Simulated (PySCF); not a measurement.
C7H5NS.
Z-matrix (Å and degrees, GFN2-xTB geometry), rows numbered from 1:
```
S 
C   1  1.5547
N   2  1.1949  1  170.38
C   3  1.3628  2  149.37  1   179.96
C   4  1.3935  3  118.44  2   179.99
C   5  1.3815  4  119.60  3  -179.94
C   6  1.3857  5  120.34  4    -0.07
C   7  1.3862  6  119.95  5     0.02
C   8  1.3809  7  120.46  6     0.07
H   5  1.0791  4  119.33  3     0.02
H   6  1.0797  5  119.64  4   179.92
H   7  1.0793  6  120.07  5   179.96
H   8  1.0798  7  120.06  6  -179.95
H   9  1.0799  4  119.46  3     0.02
```

Hirshfeld charges (e) from the PBE0/pcSseg-1 density (PySCF), one withheld:

```tsv
atom	bonded to	charge
S1	C2	?
C2	S1 N3	+0.0870
N3	C2 C4	-0.0832
C4	N3 C5 C9	+0.0548
C5	C4 C6 H10	-0.0513
C6	C5 C7 H11	-0.0424
C7	C6 C8 H12	-0.0468
C8	C7 C9 H13	-0.0421
C9	C8 C4 H14	-0.0529
H10	C5	+0.0550
H11	C6	+0.0557
H12	C7	+0.0534
H13	C8	+0.0561
H14	C9	+0.0534
```

Question: What is the charge on S1?

Answer: The charges add up to the total charge, 0. The others sum to +0.0967, which leaves -0.0967 e for S1 (sulfur bonded to C); the computed value is -0.0969, the difference coming from rounding and the integration grid.

Question: Add each hydrogen's charge to the atom that carries it.

Answer: C5 +0.0037, C6 +0.0133, C7 +0.0066, C8 +0.0140, C9 +0.0005. Atoms without hydrogen keep their charges.

Question: Across which bond do the charges differ most?

Answer: C2–S1: +0.0870 on C2 against -0.0969 on S1, a difference of 0.1839 e. The lower charge is on the more electronegative element of the two (Pauling values: S 2.58, C 2.55).

Question: Take the bonds between elements whose Pauling electronegativities differ by more than 0.25. In how many does the more electronegative atom carry the lower charge?

Answer: In 7 of 7.

Question: How much positive and how much negative charge does this set hold in all?

Answer: +0.4154 e on 7 atoms and -0.4156 e on 7.

The Hirshfeld scheme divides the density at each point in proportion to the densities of the neutral, spherically averaged free atoms. Geometry: GFN2-xTB, one conformer, isolated molecule.
